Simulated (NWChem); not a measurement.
Molecule: Si2NH6, doublet; SMILES [N]([SiH3])[SiH3]

```xyz
9

Si    -0.0101    -1.6506     0.0121
N     -0.5217    -0.0001     0.0720
Si    -0.0148     1.6506    -0.0166
H     -0.8168    -2.3284    -1.0402
H      1.4350    -1.8915    -0.2724
H     -0.3359    -2.2494     1.3368
H     -0.3501     2.2747     1.2939
H     -0.8179     2.3042    -1.0868
H      1.4311     1.8907    -0.2980
```
Atoms are numbered in this order, from 1.

All runs: NWChem. Spin-unrestricted. Coordinates come from a B3LYP/6-31G* (spherical d), spin-unrestricted optimisation. No stability test was run on the SCF state. Level: M06-2X/def2-SVP with SMD (1 M gas to 1 M solution), gas-phase geometry. Reactions with the solvent are ignored.

**Question.** Among these, which solvent gives the lowest value of “dipole in solution (D)”?
A) water
B) benzene
C) acetonitrile
D) cyclohexanone

**Answer.** B, benzene. Values: benzene 0.70; cyclohexanone 0.79; acetonitrile 0.80; water 0.81
